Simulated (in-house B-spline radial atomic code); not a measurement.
## RPA and G0W0 on PBE: Zr VIII (Zr7+)

Configuration [Ar] 3d10 4s2 4p3, highest spin, mean-field start PBE. Computed with a B-spline radial code for spherical atoms: all electrons, scalar-relativistic (spin-free one-electron X2C), finite nucleus, each spin shell either full or empty, empty states to l = 9 with an (l + 1/2)⁻⁴ tail; G0W0 by contour deformation at full frequency.

Command:
```bash
python run_gw.py task.json out
```
Settings (radii: box in bohr, nucleus in fm):
```
Z                        40
electrons                33
configuration            [Ar] 3d10 4s2 4p3
hamiltonian              x2c
method                   pbe,pbe
lmax                     9
rms_radius               4.2694
spin_polarised           True
box_radius               8.41
intervals                66
```

Run time, properties included: 5.5 s on 1 thread of Arm Neoverse N1, on a shared host.

Energies (hartree):

```
                                     term        value
                         mean-field total  -3584.37571
Hartree-Fock functional on these orbitals  -3582.98481
                      direct second order      -2.8304
                    second-order exchange      0.83105
                         SOSEX correction      0.77551
```

(1) What is the RPA correlation energy, and what remains with SOSEX?

Quasi-particle levels (eV):

| level | occupied | mean field | Σx - vxc | Σc | QP weight | G0W0 |
| --- | --- | --- | --- | --- | --- | --- |
| 4p up | yes | -126.04 | -8.82 | ? | ? | ? |
| 4s down | yes | -145.68 | -5.49 | -3.23 | 0.964 | -154.41 |
| 3d down | yes | -279.35 | -26.21 | 5.44 | 0.934 | -300.12 |
| 4p down | no | -121.03 | 10.56 | -3.13 | 0.961 | -113.60 |

G0W0 = mean field + (Σx - vxc) + Σc, with Σc (partial-wave tail included) taken at the quasi-particle energy. Only the outer levels were computed. Levels of low weight are left out.

(2) Where does G0W0 put 4p up?

## Answers

(1) RPA gives -2.5238 hartree (-2.08 eV per electron); RPA + SOSEX gives -1.7483, and the second-order doubles -1.9994 hartree (no singles). RPA lacks exchange-type terms and so overcorrelates at short range.

(2) At -135.41 eV, with Σc = -0.55 eV and a quasi-particle weight of 0.961. The tabulated removal energy is 133.7 ± 0.5 eV (NIST, semi-empirical); the calculation leaves out spin-orbit coupling, Breit and QED terms, and what these don't explain is the method's own error.
